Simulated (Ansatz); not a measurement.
Species: GaH3Se, charge 0, singlet. GaH3Se (SMILES [GaH2][SeH]).
B3LYP-D3(BJ)/def2-TZVP minimum from Ansatz (a first-principles code):
```
Ga
H 1 1.5610
H 1 1.5612 2 126.67
Se 1 2.3397 2 118.45 3 -180.00
H 4 1.4715 1 93.98 2 0.00
```

Hartree-Fock and MP2 correlation energies in hartree (Ansatz). UHF or UKS for unpaired electrons; spin-orbit terms are left out. Correlated methods leave the cores frozen (noble-gas shells, and filled d and f shells in the p block). No relativity.

| basis | X | E(HF) | E(corr, MP2) |
|---|---|---|---|
| cc-pVTZ | 3 | -4324.94881 | -0.23723 |
| cc-pVQZ | 4 | -4324.95567 | -0.25746 |
| cc-pV5Z | 5 | -4324.95643 | withheld |

Fit E(corr) = E∞ + A/X³ to X = 3 and 4, predict X = 5, and compare with the run.

A = (-0.23723 - (-0.25746))/(1/27 - 1/64) = 0.9448; E∞ = -0.25746 - A/64 = -0.27222; at X = 5, E∞ + A/125 = -0.26466. The run gave -0.26605, 1.39 mEh below the prediction. The same form on X = 4 and 5 gives E∞ = -0.27506, 2.84 mEh below the first estimate.
